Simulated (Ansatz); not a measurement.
Born–Oppenheimer molecular dynamics of Cl3FHf (5 atoms, charge 0, multiplicity 1). It goes on from the last frame of an earlier run, with new velocities.

All numbers below come from RKS LDA/def2-SVP in Ansatz.

```yaml
ensemble: NVT, Langevin thermostat
time_step: 2 fs
steps_asked: 166
set_temperature: 1500 K
friction: 0.005 /fs
seed: 836430
```

Frames 4 fs apart, positions in Å, forces in eV/Å.

Velocities at 160 fs (Å/ps):

```
Hf -3.59 1.37 1.89
Cl -7.38 -2.71 2.84
Cl 0.26 -6.32 -4.01
F -5.84 -3.12 -6.65
Cl -2.19 3.45 5.51
```

```xyz
5
Properties=species:S:1:pos:R:3:forces:R:3 time_fs=160 energy_less_start_eV=0.406 T=888
Hf -0.036 0.096 0.203 1.81 2.30 -2.72
Cl 0.464 -0.019 2.320 0.33 -0.28 3.07
Cl 1.922 -0.845 -0.664 -0.41 0.17 -0.02
F -0.006 2.000 -0.177 -0.25 -1.29 0.12
Cl -1.754 -1.139 -0.543 -1.48 -0.90 -0.44
5
Properties=species:S:1:pos:R:3:forces:R:3 time_fs=164 energy_less_start_eV=0.395 T=934
Hf -0.049 0.103 0.209 2.38 2.00 -2.66
Cl 0.433 -0.030 2.337 0.27 -0.25 2.84
Cl 1.927 -0.871 -0.674 -0.79 0.37 0.17
F -0.030 1.993 -0.202 -0.24 -1.13 0.14
Cl -1.762 -1.128 -0.524 -1.62 -0.99 -0.50
5
Properties=species:S:1:pos:R:3:forces:R:3 time_fs=168 energy_less_start_eV=0.324 T=1101
Hf -0.059 0.114 0.213 2.72 1.46 -2.04
Cl 0.404 -0.042 2.374 0.10 -0.18 2.04
Cl 1.932 -0.900 -0.680 -1.10 0.57 0.33
F -0.061 1.990 -0.219 -0.20 -0.95 0.13
Cl -1.777 -1.121 -0.511 -1.51 -0.90 -0.46
5
Properties=species:S:1:pos:R:3:forces:R:3 time_fs=172 energy_less_start_eV=0.250 T=1294
Hf -0.068 0.127 0.211 2.80 0.75 -1.19
Cl 0.375 -0.053 2.420 -0.09 -0.07 1.01
Cl 1.925 -0.934 -0.690 -1.31 0.74 0.44
F -0.091 1.989 -0.239 -0.17 -0.74 0.10
Cl -1.796 -1.124 -0.498 -1.23 -0.68 -0.36
5
Properties=species:S:1:pos:R:3:forces:R:3 time_fs=176 energy_less_start_eV=0.212 T=1418
Hf -0.074 0.142 0.206 2.62 -0.27 -0.38
Cl 0.344 -0.075 2.467 -0.22 0.05 0.07
Cl 1.913 -0.966 -0.701 -1.45 0.89 0.52
F -0.117 1.983 -0.251 -0.15 -0.34 0.01
Cl -1.821 -1.134 -0.484 -0.81 -0.34 -0.22
5
Properties=species:S:1:pos:R:3:forces:R:3 time_fs=180 energy_less_start_eV=0.226 T=1398
Hf -0.076 0.155 0.202 2.29 -1.50 0.46
Cl 0.317 -0.104 2.519 -0.32 0.20 -0.78
Cl 1.891 -0.991 -0.714 -1.47 0.99 0.55
F -0.136 1.970 -0.264 -0.14 0.31 -0.15
Cl -1.845 -1.148 -0.471 -0.37 0.01 -0.08
5
Properties=species:S:1:pos:R:3:forces:R:3 time_fs=184 energy_less_start_eV=0.290 T=1335
Hf -0.078 0.171 0.198 1.85 -2.60 1.04
Cl 0.290 -0.135 2.562 -0.35 0.33 -1.35
Cl 1.861 -1.011 -0.726 -1.42 1.05 0.55
F -0.154 1.962 -0.280 -0.13 0.88 -0.29
Cl -1.869 -1.158 -0.463 0.05 0.34 0.05
5
Properties=species:S:1:pos:R:3:forces:R:3 time_fs=188 energy_less_start_eV=0.390 T=1204
Hf -0.079 0.183 0.194 1.36 -3.56 1.48
Cl 0.259 -0.165 2.599 -0.35 0.45 -1.77
Cl 1.828 -1.032 -0.737 -1.35 1.09 0.55
F -0.177 1.955 -0.297 -0.13 1.36 -0.42
Cl -1.897 -1.175 -0.452 0.46 0.66 0.17
5
Properties=species:S:1:pos:R:3:forces:R:3 time_fs=192 energy_less_start_eV=0.463 T=1069
Hf -0.080 0.189 0.194 0.75 -3.79 1.62
Cl 0.232 -0.192 2.627 -0.33 0.53 -2.03
Cl 1.787 -1.049 -0.744 -1.20 1.07 0.51
F -0.199 1.960 -0.311 -0.09 1.22 -0.39
Cl -1.929 -1.196 -0.446 0.87 0.96 0.29
5
Properties=species:S:1:pos:R:3:forces:R:3 time_fs=196 energy_less_start_eV=0.502 T=1117
Hf -0.081 0.193 0.198 0.10 -3.57 1.63
Cl 0.205 -0.215 2.648 -0.28 0.59 -2.16
Cl 1.735 -1.058 -0.751 -0.94 0.96 0.42
F -0.224 1.967 -0.327 -0.04 0.85 -0.27
Cl -1.957 -1.210 -0.441 1.16 1.17 0.38
5
Properties=species:S:1:pos:R:3:forces:R:3 time_fs=200 energy_less_start_eV=0.498 T=882
Hf -0.080 0.190 0.206 -0.52 -2.88 1.49
Cl 0.178 -0.241 2.657 -0.23 0.61 -2.17
Cl 1.686 -1.059 -0.764 -0.64 0.79 0.31
F -0.254 1.977 -0.339 0.05 0.20 -0.07
Cl -1.978 -1.215 -0.434 1.33 1.27 0.44
5
Properties=species:S:1:pos:R:3:forces:R:3 time_fs=204 energy_less_start_eV=0.461 T=1000
Hf -0.081 0.183 0.216 -1.03 -2.00 1.25
Cl 0.147 -0.271 2.653 -0.17 0.61 -2.07
Cl 1.641 -1.054 -0.780 -0.33 0.59 0.19
F -0.278 1.989 -0.349 0.15 -0.47 0.16
Cl -1.990 -1.209 -0.430 1.38 1.27 0.46
```

Of the whole run (332 fs, mean temperature of the second half 1050 K): The mean temperature of the second half is 30 % below the set value. A run of 0.33 ps of so small a system gives no equilibrium averages.

Run time: 3.6 min on 2 threads of Arm Neoverse V1 (shared host), peak memory 0.17 GiB.
